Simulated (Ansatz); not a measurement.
Reaction (ligand exchange at a B–C bond): `C=C(F)BO` + H₂Te → `OB[TeH]` + `C=CF`

Computed with Ansatz on PBE0-D4/def2-TZVP structures; ΔE is electronic, products minus reactants. CBS: MP2 limit from def2 TZ/QZ plus the TZ coupled-cluster correction, frozen cores. Functionals use def2-TZVPP. B3LYP here is the variant with VWN-RPA as its local correlation; programs differ in this. HSE06 is defined as in plane-wave codes. Elements past krypton have def2 core potentials. For Te outer-core shells are correlated without core-valence functions, which leaves a few kJ/mol of doubt a bond. One conformer a species, not always the lowest.

`C=C(F)BO`:

```xyz
9

C    -1.542   -0.098   -0.319
C    -0.339    0.304    0.063
F    -0.203    1.550    0.596
B     0.985   -0.512   -0.031
O     2.145    0.022    0.396
H    -1.648   -1.089   -0.742
H    -2.423    0.526   -0.223
H     0.992   -1.618   -0.481
H     2.033    0.915    0.741
```

H₂Te:

Cartesian coordinates in Å:
```
Te -0.426 0.281 0.587
H 0.854 -0.763 0.470
H -0.428 0.482 -1.057
```

`OB[TeH]`:

Cartesian coordinates in Å:
```
O -0.494 -1.534 -0.010
B -0.072 -0.309 0.356
Te 0.334 1.284 -1.060
H -0.612 -1.681 -0.952
H 0.084 -0.092 1.519
H 0.761 2.331 0.147
```

`C=CF`:

Cartesian coordinates in Å:
```
C 0.696 -0.081 0.034
C -0.600 0.142 -0.031
F -1.496 -0.850 -0.055
H 1.097 -1.086 0.071
H 1.376 0.759 0.051
H -1.073 1.117 -0.070
```

```csv
level,ΔE (kcal/mol),difference from CCSD(T)/CBS
LDA (SPW92),-3.4,1.6
PBE-D4,-5.0,0.0
revPBE-D4,-4.9,0.1
BLYP-D4,-3.4,1.6
r2SCAN-D4,-4.5,0.5
B97M-V,-2.4,2.6
PBE0-D4,-4.9,0.1
B3LYP-D4,-3.5,1.5
r2SCANh-D4,-4.6,0.4
r2SCAN0-D4,-4.7,0.3
HSE06-D4,-5.0,0.0
BHLYP-D4,-3.4,1.6
CAM-B3LYP-D4,-2.3,2.7
ωB97X-V,-3.5,1.5
ωB97M-V,-3.2,1.8
B2PLYP,-4.2,0.8
PBE-QIDH,-5.4,-0.4
PBE,-5.0,0.0
revPBE,-5.6,-0.6
BLYP,-3.5,1.5
r2SCAN,-4.6,0.4
B3LYP,-3.4,1.6
r2SCANh,-4.6,0.4
r2SCAN0,-4.7,0.3
HSE06,-5.0,0.0
CAM-B3LYP,-2.3,2.7
LC-ωPBE,-4.0,1.0
RPA@PBE/def2-TZVPP,-3.9,1.1
HF/def2-SVP,-2.2,2.8
MP2/def2-SVP,-3.8,1.2
CCSD/def2-SVP,-2.6,2.4
CCSD(T)/def2-SVP,-2.8,2.2
HF/def2-TZVPP,-3.1,1.9
MP2/def2-TZVPP,-6.2,-1.2
SCS-MP2/def2-TZVPP,-5.2,-0.2
CCSD/def2-TZVPP,-4.1,0.9
CCSD(T)/def2-TZVPP,-4.4,0.6
HF/def2-QZVPP,-3.1,1.9
MP2/def2-QZVPP,-6.5,-1.5
HF/CBS(def2),-3.1,1.9
CCSD(T)/CBS,-5.0,0
```

Task: What do rigid-rotor, harmonic-oscillator terms from PBE0-D4/def2-TZVP frequencies (298.15 K, 1 bar) make of the CCSD(T)/CBS value? (Best estimate.)

Result: Computed: ΔZPE = +2.4 kcal/mol, ΔH = -2.9 kcal/mol, ΔS = 14 J/(mol·K), ΔG = -3.9 kcal/mol.

Largest T1 diagnostic among the species: 0.014.

Leaving LDA and LC-ωPBE aside and taking each functional with its dispersion term where it has one, the values spread over 3.1 kcal/mol, from PBE-QIDH to CAM-B3LYP-D4. LDA lies +1.6 kcal/mol from PBE without D4. At CCSD(T), def2-SVP lies +2.2 kcal/mol from the extrapolated value and def2-TZVPP +0.6 kcal/mol.
